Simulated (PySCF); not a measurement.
# Spinor energies of Ir⁶⁸⁺ (iridium, charge +68)

Start: [He] 2s2 2p5; 2p1/2 filled at m_j = -1/2, +1/2; 2p3/2 filled at m_j = -1/2, +1/2, +3/2. Calculated with PySCF 2.14 in an even-tempered Gaussian basis (16 s from 54 bohr⁻², ratio 2.4; 13 p from 70 bohr⁻², ratio 2.4; 5 d from 240 bohr⁻², ratio 2.6; 4 f from 360 bohr⁻², ratio 2.6): generalised Hartree-Fock with the X2C-1e Hamiltonian and a Gaussian nucleus; one run each with spin-orbit coupling (SO) switched off, then screened by Boettger's factors.

```
spinor shell  electrons  ε, spin-free (eV)  ε, screened SO (eV)  weight of nominal j (screened SO)  rms radius, screened SO (bohr)
       1s1/2          2           -83159.0             -83123.0                              1.000                          0.0197
       2s1/2          2           -19587.9             -19577.8                              1.000                          0.0778
       2p1/2          2           -17908.7             -19123.8                              1.000                          0.0658
       2p3/2          3           -17908.7             -17421.8                              1.000                          0.0730
```

```json
{"quantity": "E (hartree)", "spin-free": "-11428.59412", "screened SO": "-11465.76492"}
{"quantity": "M_J", "spin-free": "3/2", "screened SO": "3/2"}
{"quantity": "⟨J²⟩", "spin-free": "3.750", "screened SO": "3.750"}
{"quantity": "⟨L²⟩", "spin-free": "2.000", "screened SO": "2.030"}
{"quantity": "⟨S²⟩", "spin-free": "0.750", "screened SO": "0.780"}
```

Each row is a mean over spinors that exchange with the open shell spreads, by up to 68.055 eV (2s1/2).

Breit and QED terms are absent; they matter most for the inner s and p1/2 levels.

Densities and radii are taken from the X2C orbitals without a picture-change correction, which distorts them close to the nucleus.

Without spin-orbit coupling the j labels of p, d and f shells carry no meaning; the spin-free column gives the mean over the occupied spinors of each nl shell.
